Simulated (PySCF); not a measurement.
Computed properties of CH₇ClFNSi₂, SMILES CN[SiH2][Si@@H](F)Cl

CH7ClFNSi2, SMILES CN[SiH2][Si@@H](F)Cl. Coordinates come from a B3LYP-D3(BJ)/def2-SVP optimisation. The structure was generated by enumeration; whether it is a known compound was not checked. One conformer was computed; it need not be the lowest. All values are computed for the isolated molecule unless a solvent is named; none is compared with measurement here.

**Structure.** All 33 harmonic modes at B3LYP-D3(BJ)/def2-SVP (PySCF) are real, so it is a minimum. With heavy atoms numbered as in [CH3:1][NH:2][SiH2:3][Si@@H:4]([F:5])[Cl:6], the shortest bond between them is C1–N2 at 1.454 Å and the longest Si3–Si4 at 2.344 Å.

**Vibrations.** The strongest infrared lines (harmonic, unscaled, degenerate partners summed) lie at 768 cm⁻¹ (220 km/mol, H 54 %, Si 21 %, N 19 %), 790 cm⁻¹ (213 km/mol, H 64 %, N 18 %, Si 14 %), 2150 cm⁻¹ (171 km/mol, H 97 %). The softest mode is at 29 cm⁻¹ and the zero-point energy is 53.5 kcal/mol.

**Electronic structure.** M06-2X/def2-TZVP (PySCF) places the frontier levels at -8.36 and -0.01 eV, a gap of 8.35 eV, and gives a dipole moment of 3.21 D and a mean polarisability of 82.9 bohr³. PBE/def2-TZVP (PySCF) at the same geometry gives -5.68 and -1.64 eV, so its gap is 4.31 eV narrower. An orbital gap is neither the optical nor the fundamental gap.

**Excitations.** TDDFT-M06-2X/def2-SVPD (PySCF) has S1 at 5.34 eV (232 nm, f = 0.002, weak); the most intense of the 10 singlets computed lies at 7.10 eV (f = 0.08). T1 (TDA) is at 5.05 eV. TDDFT-PBE/def2-SVPD (PySCF) puts S1 at 4.18 eV. No vertical singlet excitation falls in the visible range (under 3.1 eV).

**NMR.** GIAO shifts at B3LYP/pcSseg-1 (PySCF) (non-relativistic, atoms alike by connectivity averaged): ¹³C at 38.1 ppm against TMS; ¹H from -0.7 to 6.1 ppm against TMS; ²⁹Si from -48.6 to 24.1 ppm against TMS; ¹⁹F at -178.3 ppm against CFCl3. Without spin–orbit terms, shifts of atoms bonded to Cl or Br come out too high.

**Solvation.** SMD-B3LYP/6-31G* (PySCF) gives -0.5 kcal/mol in water, -4.8 kcal/mol in acetonitrile, -5.2 kcal/mol in 2-propanol (1 M in both phases, gas-phase geometry); of these solvents 2-propanol holds the molecule best.
